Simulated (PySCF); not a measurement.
# Where the electron goes

Compound: H6P4Si.
Z-matrix (Å and degrees, GFN2-xTB geometry), rows numbered from 1:
```
Si
P   1  2.2633
P   2  2.2213  1  103.03
P   3  2.1942  2   88.34  1    76.20
P   2  2.2072  1   94.85  3    89.82
H   1  1.4708  2  111.74  3   -49.71
H   1  1.4609  2  104.25  3  -170.32
H   1  1.4665  2  105.27  3    69.93
H   3  1.3975  2   98.26  1   -18.91
H   4  1.3984  3   94.95  2   115.25
H   5  1.4000  2   92.66  1   178.07
```

Computed, not measured: PySCF 2.14.0, density-fitted response routines, TDDFT B3LYP/def2-SVPD, vertical, gas phase, core orbitals frozen in the response.

Kohn–Sham orbitals with the atoms that hold most of them (Löwdin shares over 4%, at most four atoms; ? is withheld):

```csv
orbital,ε (eV),atoms
LUMO+2,-0.70,"P2 17%, P5 15%, P3 15%, Si1 15%"
LUMO+1,-1.53,"P2 24%, P5 23%, P4 21%, P3 20%"
LUMO,?,"P3 23%, P4 21%, P5 20%, P2 19%"
HOMO,-6.14,?
HOMO-1,-6.97,?
HOMO-2,-7.93,"P4 29%, P2 22%, P5 18%, P3 16%"
HOMO-3,-8.09,"P2 28%, P3 16%, Si1 15%, P5 15%"
```

Task: Which atoms hold the HOMO, and with what shares?

Result: P2 (bonded to 2 P and Si) 25%; P3 (bonded to 2 P and H) 23%; P4 (bonded to 2 P and H) 23%; P5 (bonded to 2 P and H) 16%.

Task: Which atoms hold the HOMO-1, and with what shares?

Result: P5 (bonded to 2 P and H) 28%; P2 (bonded to 2 P and Si) 26%; P3 (bonded to 2 P and H) 20%; P4 (bonded to 2 P and H) 15%.

Task: What is the LUMO energy, and the HOMO–LUMO gap?

Result: ε(LUMO) = -1.63 eV; the gap is 4.50 eV (0.1655 hartree).

Task: How does S1 compare with the orbital gap of 4.50 eV?

Result: S1 is at 3.53 eV (f = 0.0016), 0.97 eV below the gap, made of HOMO→LUMO (97%). Without the coupling terms of the response equations the lowest excitation would equal the gap.

Task: Give energy, strength and leading configuration of S1, S2 and S8, and follow the Löwdin shares of the leading atoms from the occupied to the empty orbital.

Result: 
- S1 (3.53 eV, f 0.0016), HOMO→LUMO (97%): P2 25% → 19%, P3 23% → 23%, P4 23% → 21%
- S2 (3.69 eV, f 0.0015), HOMO→LUMO+1 (94%): P2 25% → 24%, P3 23% → 20%, P5 16% → 23%
- S8 (5.38 eV, f 0.029), HOMO-2→LUMO (79%): P4 29% → 21%, P2 22% → 19%, P3 16% → 23%

One conformer stands for the species.
